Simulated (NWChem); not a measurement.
Everything below was run with NWChem. System: H3ClPbSi, charge 0, spin multiplicity 1, displaced from the optimised geometry. The structure started from a generated list of species. Level: BLYP/def2-TZVP with def2 effective core potentials on Pb.

Output (cleaned and shortened):

```
             Northwest Computational Chemistry Package (NWChem) 7.3.0
             --------------------------------------------------------

                                NWChem Input Module
                                -------------------

 Scaling coordinates for geometry "geometry" by  1.889725989
 (inverse scale =  0.529177249)

 Turning off AUTOSYM since
 SYMMETRY directive was detected!

                             Geometry "geometry" -> ""
                             -------------------------

 Output coordinates in angstroms (scale by  1.889725989 to convert to a.u.)

  No.       Tag          Charge          X              Y              Z
 ---- ---------------- ---------- -------------- -------------- --------------
    1 Pb                  82.0000     0.10715200    -0.56164300     0.00000000
    2 Cl                  17.0000     1.65255800     1.46206600     0.00000000
    3 Si                  14.0000    -2.09633500     1.18225200     0.00000000
    4 H                    1.0000    -2.03478300     2.07970600     1.23640100
    5 H                    1.0000    -3.46172200     0.48864500     0.00000000
    6 H                    1.0000    -2.03478300     2.07970600    -1.23640100

 Effective nuclear repulsion energy (a.u.)     596.5053329531

            Nuclear Dipole moment (a.u.)
            ----------------------------
        X                 Y               Z
 ---------------- ---------------- ----------------
    -0.0000529123    -0.0000359048     0.0000000000

      Symmetry information
      --------------------

 Group name             Cs
 Group number              2
 Group order               2
 No. of unique centers     5

      Symmetry unique atoms

     1    2    3    4    5


 Summary of "ao basis" -> "" (spherical)
 ------------------------------------------------------------------------------
       Tag                 Description            Shells   Functions and Types
 ---------------- ------------------------------  ------  ---------------------
 *                         def2-tzvp                  on all atoms

                                 NWChem DFT Module
                                 -----------------

 Summary of "ao basis" -> "ao basis" (spherical)
 ------------------------------------------------------------------------------
       Tag                 Description            Shells   Functions and Types
 ---------------- ------------------------------  ------  ---------------------
 Pb                        def2-tzvp                16       50   6s5p3d2f
 Cl                        def2-tzvp                13       37   5s5p2d1f
 Si                        def2-tzvp                13       37   5s5p2d1f
 H                         def2-tzvp                 4        6   3s1p

 Summary of "ao basis" -> "ao basis" (spherical)
 ------------------------------------------------------------------------------
       Tag                 Description            Shells   Functions and Types
 ---------------- ------------------------------  ------  ---------------------
 Pb                        def2-tzvp                16       50   6s5p3d2f
 Cl                        def2-tzvp                13       37   5s5p2d1f
 Si                        def2-tzvp                13       37   5s5p2d1f
 H                         def2-tzvp                 4        6   3s1p

      Symmetry analysis of basis
      --------------------------

        a'         94
        a"         48

            General Information
            -------------------
          SCF calculation type: DFT
          Wavefunction type:  closed shell.
          No. of atoms     :     6
          No. of electrons :    56
           Alpha electrons :    28
            Beta electrons :    28
          Charge           :     0
          Spin multiplicity:     1
          Use of symmetry is: on ; symmetry adaption is: on
          Maximum number of iterations: 100
          AO basis - number of functions:   142
                     number of shells:    54
          Convergence on energy requested:  1.00D-06
          Convergence on density requested:  1.00D-05
          Convergence on gradient requested:  5.00D-04

              XC Information
[...]
 Vector   28  Occ=2.000000D+00  E=-1.998402D-01  Symmetry=a'
              MO Center= -6.2D-01,  3.7D-01,  1.3D-16, r^2= 5.0D+00
   Bfn.  Coefficient  Atom+Function         Bfn.  Coefficient  Atom+Function
  ----- ------------  ---------------      ----- ------------  ---------------
   102     -0.234759  3 Si px                 6      0.224371  1 Pb s
    92     -0.216220  3 Si s                 16      0.204432  1 Pb px
   103      0.202977  3 Si py                17     -0.197422  1 Pb py
    11      0.194167  1 Pb py                10     -0.192879  1 Pb px
    14     -0.160785  1 Pb py                13      0.158914  1 Pb px

 Vector   29  Occ=0.000000D+00  E=-1.443540D-01  Symmetry=a"
              MO Center=  6.6D-02, -4.2D-01, -5.3D-15, r^2= 4.0D+00
   Bfn.  Coefficient  Atom+Function         Bfn.  Coefficient  Atom+Function
  ----- ------------  ---------------      ----- ------------  ---------------
    18      0.543174  1 Pb pz                12     -0.410196  1 Pb pz
    15      0.336602  1 Pb pz                21      0.267252  1 Pb pz
    70     -0.156916  2 Cl pz                67     -0.148077  2 Cl pz
   127     -0.092024  4 H  s                139      0.092024  6 H  s
     9      0.085213  1 Pb pz                64     -0.084631  2 Cl pz

 Vector   30  Occ=0.000000D+00  E=-7.366235D-02  Symmetry=a'
              MO Center=  1.9D-02, -4.1D-01, -2.1D-15, r^2= 5.5D+00
   Bfn.  Coefficient  Atom+Function         Bfn.  Coefficient  Atom+Function
  ----- ------------  ---------------      ----- ------------  ---------------
    20      0.374535  1 Pb py                17      0.320255  1 Pb py
    19      0.307467  1 Pb px                 5      0.280601  1 Pb s
    16      0.267818  1 Pb px                55     -0.256376  2 Cl s
    11     -0.242710  1 Pb py                10     -0.231132  1 Pb px
    14      0.207894  1 Pb py                13      0.204994  1 Pb px

 Vector   31  Occ=0.000000D+00  E=-4.028325D-02  Symmetry=a'
              MO Center= -4.2D-01, -2.2D-01, -5.5D-15, r^2= 8.4D+00
   Bfn.  Coefficient  Atom+Function         Bfn.  Coefficient  Atom+Function
  ----- ------------  ---------------      ----- ------------  ---------------
    92      0.899910  3 Si s                105      0.563310  3 Si px
    19      0.551663  1 Pb px                20     -0.545184  1 Pb py
     6     -0.449135  1 Pb s                 16      0.384983  1 Pb px
   106     -0.385797  3 Si py                17     -0.287234  1 Pb py
     5     -0.269014  1 Pb s                 91      0.250618  3 Si s

 center of mass
 --------------
 x =   0.09542880 y =  -0.19260821 z =   0.00000000

 moments of inertia (a.u.)
 ------------------
         673.693613870739          22.100447101017           0.000000000000
          22.100447101017         870.052196383445           0.000000000000
           0.000000000000           0.000000000000        1521.738777725256

     Multipole analysis of the density
     ---------------------------------

     L   x y z        total         alpha         beta         nuclear
     -   - - -        -----         -----         ----         -------
     0   0 0 0      0.000000    -28.000000    -28.000000     56.000000

     1   1 0 0     -0.362794      5.893267      5.893267    -12.149328
     1   0 1 0     -1.498795    -32.589921    -32.589921     63.681046
     1   0 0 1     -0.000000     -0.000000     -0.000000      0.000000

     2   2 0 0    -47.924475   -253.345265   -253.345265    458.766055
     2   1 1 0     -0.452022      8.883875      8.883875    -18.219772
     2   1 0 1      0.000000      0.000000      0.000000      0.000000
     2   0 2 0    -44.322803   -150.249723   -150.249723    256.176644
     2   0 1 1     -0.000000     -0.000000     -0.000000      0.000000
     2   0 0 2    -39.647110    -25.282596    -25.282596     10.918082

            General Information
            -------------------
          SCF calculation type: DFT
          Wavefunction type:  closed shell.
          No. of atoms     :     6
          No. of electrons :    56
           Alpha electrons :    28
            Beta electrons :    28
          Charge           :     0
          Spin multiplicity:     1
          Use of symmetry is: on ; symmetry adaption is: on
          Maximum number of iterations: 100
          AO basis - number of functions:   142
                     number of shells:    54
          Convergence on energy requested:  1.00D-06
          Convergence on density requested:  1.00D-05
          Convergence on gradient requested:  5.00D-04

              XC Information
              --------------
                    Becke 1988 Exchange Functional  1.000
              Lee-Yang-Parr Correlation Functional  1.000

             Grid Information
             ----------------
          Grid used for XC integration:  medium
          Radial quadrature: Mura-Knowles
          Angular quadrature: Lebedev.
          Tag              B.-S. Rad. Rad. Pts. Rad. Cut. Ang. Pts.
          ---              ---------- --------- --------- ---------
          Pb                  1.80      123          11.0       590
          Cl                  1.00       88          13.0       590
          Si                  1.10       88          12.0       590
          H                   0.35       45          12.0       434
          Grid pruning is: on
          Number of quadrature shells:   389
          Spatial weights used:  Erf1

          Convergence Information
          -----------------------
          Convergence aids based upon iterative change in
          total energy or number of iterations.
          Levelshifting, if invoked, occurs when the
          HOMO/LUMO gap drops below (HL_TOL):  1.00D-02
          DIIS, if invoked, will attempt to extrapolate
          using up to (NFOCK): 10 stored Fock matrices.

                    Damping( 0%)  Levelshifting(0.5)       DIIS
                  --------------- ------------------- ---------------
          dE  on:    start            ASAP                start
          dE off:    2 iters        100 iters           100 iters

      Screening Tolerance Information
      -------------------------------
          Density screening/tol_rho:  1.00D-10
          AO Gaussian exp screening on grid/accAOfunc:  14
          CD Gaussian exp screening on grid/accCDfunc:  20
          XC Gaussian exp screening on grid/accXCfunc:  20
          Schwarz screening/accCoul:  1.00D-08

                            NWChem DFT Gradient Module
                            --------------------------

  charge          =   0.00
  wavefunction    = closed shell

  Using symmetry

                         DFT ENERGY GRADIENTS

    atom               coordinates                        gradient
                 x          y          z           x          y          z
   1 Pb      0.202488  -1.061351   0.000000   -0.001147  -0.004457   0.000000
   2 Cl      3.122882   2.762904   0.000000    0.000794   0.003177   0.000000
   3 Si     -3.961499   2.234132   0.000000    0.006719  -0.004833   0.000000
   4 H      -3.845182   3.930074   2.336459    0.000954   0.005563   0.008215
   5 H      -6.541706   0.923405   0.000000   -0.008273  -0.005013   0.000000
   6 H      -3.845182   3.930074  -2.336459    0.000954   0.005563  -0.008215

                 ----------------------------------------
                 |  Time  |  1-e(secs)   |  2-e(secs)   |
                 ----------------------------------------
                 |  CPU   |       0.11   |      37.25   |
                 ----------------------------------------
                 |  WALL  |       0.11   |      37.25   |
                 ----------------------------------------

 Task  times  cpu:       71.6s     wall:       71.6s

 Total times  cpu:       71.6s     wall:       71.6s
```

**Question.** Write an NWChem input that would produce this output.

**Answer.** One answer among several that fit: 
```
start mol
memory heap 200 mb stack 800 mb global 1000 mb
geometry units angstroms nocenter noautoz
  Pb     0.107152    -0.561643     0.000000
  Cl     1.652558     1.462066     0.000000
  Si    -2.096335     1.182252     0.000000
  H     -2.034783     2.079706     1.236401
  H     -3.461722     0.488645     0.000000
  H     -2.034783     2.079706    -1.236401
  symmetry group Cs
end
basis spherical
  * library def2-tzvp
end
ecp
  Pb library def2-ecp
end
dft
  xc becke88 lyp
  semidirect memsize 60000000 filesize 0
  iterations 100
  vectors input hcore
end
task dft gradient
```
